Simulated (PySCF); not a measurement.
Gas-phase reaction: HfCl₂(OH)₂ + H₂ + 2 Cl = HfCl₄ + 2 H₂O, at 2500 K and a standard pressure of 1 bar. Level: PBE/def2-TZVP†.

Computed with PySCF and rigid-rotor harmonic-oscillator thermochemistry at 1 bar. † marks an energy on the PBE0/def2-TZVP geometry and frequencies. Open shells (unrestricted): Cl (multiplicity 2, electronic degeneracy 6); the rest are closed-shell singlets. Spin-orbit splitting is ignored; it lowers the true energy and changes the entropy of Cl. Hf: scalar-relativistic def2 core potential, no spin-orbit coupling. HfCl₂(OH)₂: computed as isolated molecules; such fragments, hydroxides, amides, oligomers or adducts are transient or little studied in the gas. The harmonic model lacks anharmonicity and excited electronic states, which grow with temperature; levels with a mode under 35 cm⁻¹ are left out. Soft modes under 120 cm⁻¹ make the harmonic entropy rough for HfCl₂(OH)₂, HfCl₄.

```tsv
species	E (Ha)	H(2500 K) − E (kJ/mol)	S°(2500 K) (J/mol/K)
HfCl₂(OH)₂	-1119.96324	412.9	694.8
H₂	-1.16600	103.7	194.8
Cl	-459.95843	52.0	212.5
HfCl₄	-1888.47885	270.6	600.1
H₂O	-76.37666	163.2	274.8
```
E: electronic energy; H − E holds the zero-point and thermal terms. 1 Ha = 2625.5 kJ/mol.

**Question.** Work out ΔH°, ΔS°, ΔG° and log10 K from these numbers.

**Answer.** 1. ΔE = 1×(-1888.47885) + 2×(-76.37666) − 1×(-1119.96324) − 1×(-1.16600) − 2×(-459.95843) = -0.18607 Ha = -488.5 kJ.
2. Δ(H − E) = 1×(270.6) + 2×(163.2) − 1×(412.9) − 1×(103.7) − 2×(52.0) = -23.6 kJ, so ΔH° = -512.1 kJ.
3. ΔS° = 1×(600.1) + 2×(274.8) − 1×(694.8) − 1×(194.8) − 2×(212.5) = -164.9 J/K; the number of gas molecules changes by -1.
4. ΔG° = ΔH° − TΔS° = -512.1 − 2500×(-164.9)/1000 = -99.9 kJ.
5. log10 K = −ΔG°/(RT ln 10) = 2.09, with RT ln 10 = 47.86 kJ/mol; at standard pressures the products are favoured.
6. A shift of 10 kJ in ΔE would move log10 K by 0.21 here.
7. Lowering the total pressure from 1 bar to 0.01 bar multiplies the mole-fraction quotient K_x = K (p/p°)^(−Δn) by 10^-2, which pushes the balance towards the reactants.
For scale, ΔH°(298 K) is -465 kJ at this level, -450 kJ at ωB97M-V/def2-TZVP†, and runs from -536 to -303 kJ over the 17 levels computed.
